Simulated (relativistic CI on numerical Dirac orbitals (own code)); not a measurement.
**K+: q coefficients and field-shift factors**

Computed by Dirac-Coulomb-Breit CI, separate exchange-only KLI orbitals for each configuration, valence Slater integrals scaled by 0.85, P86 correlation energy added to each configuration, derivatives by finite differences, QED left out (own radial code, finite nucleus).

CI space (outside the closed core [Ne]): 3s2 3p6, 3s2 3p5 4s, 3s2 3p5 3d, 3s2 3p5 4p, 3s 3p6 3d, 3s2 3p5 4d, 3s2 3p5 4f. Double excitations out of closed p, d and f shells are left out; levels of such configurations are missing from the list, as are those of other unlisted configurations, and high levels can miss mixing partners.

With x = (α/α₀)² − 1 an excitation energy changes as ω = ω₀ + qx; K = 2q/ω₀ is the relative enhancement. Terms are leading LS components, so labels can repeat. The field-shift factor is F = δν/δ⟨r²⟩ for the transition from the lowest level.

Lowest level 3s2 3p6 1S_0.

```
           Level  ω₀ (cm⁻¹)  q (cm⁻¹)         K  F (GHz/fm²)
3s2 3p5 4s 3P°_2   163460.4    -966.1   -0.0118        0.797
3s2 3p5 4s 3P°_1   164118.9    -328.9  -0.00401        0.704
3s2 3p5 3d 3P°_0   164442.2     49.02  0.000596        0.571
3s2 3p5 3d 3P°_1   166344.6    -484.2  -0.00582        0.551
3s2 3p5 3d 3P°_2   166793.1     333.2     0.004        0.425
3s2 3p5 4s 3P°_0   167004.3     592.3   0.00709        0.652
3s2 3p5 4s 1P°_1   167849.8       578   0.00689        0.788
3s2 3p5 3d 3F°_4   170990.2    -389.8  -0.00456        0.403
3s2 3p5 3d 3F°_3   171810.0       338   0.00393        0.403
3s2 3p5 3d 3F°_2   172523.9      1064    0.0123        0.403
3s2 3p5 3d 3D°_3   180809.8    -477.2  -0.00528        0.448
3s2 3p5 3d 1D°_2   181310.5     183.3   0.00202        0.445
3s2 3p5 3d 3D°_1   181808.5       585   0.00644        0.446
3s2 3p5 3d 3D°_2   181872.0     721.3   0.00793        0.446
3s2 3p5 3d 1F°_3   182111.4     886.8   0.00974        0.451
 3s2 3p5 4p 3S_1   184032.3    -528.3  -0.00574        0.666
 3s2 3p5 4p 3D_3   186565.0    -860.3  -0.00922        0.673
 3s2 3p5 4p 3D_2   186878.7    -878.8  -0.00941        0.673
 3s2 3p5 4p 3D_1   187703.5    -354.4  -0.00378        0.675
 3s2 3p5 4p 3P_2   188229.7    -680.1  -0.00723        0.677
 3s2 3p5 4p 1P_1   189400.6     587.7   0.00621        0.678
 3s2 3p5 4p 3P_2   189745.9      1003    0.0106        0.678
 3s2 3p5 4p 3P_0   189811.6       222   0.00234        0.679
```

For a near-neutral ion this model can misplace configurations by up to about 10,000 cm⁻¹ (more where the count of f electrons changes) and terms by 10 to 25 % of their spread. Rates follow the energies as ν³ (E1, M1) or ν⁵ (E2), so they and the lifetimes can be off by large factors. The fine structure of a lone outer electron comes out too small, for d and f at times inverted, and misplaced configurations move strength between like terms.
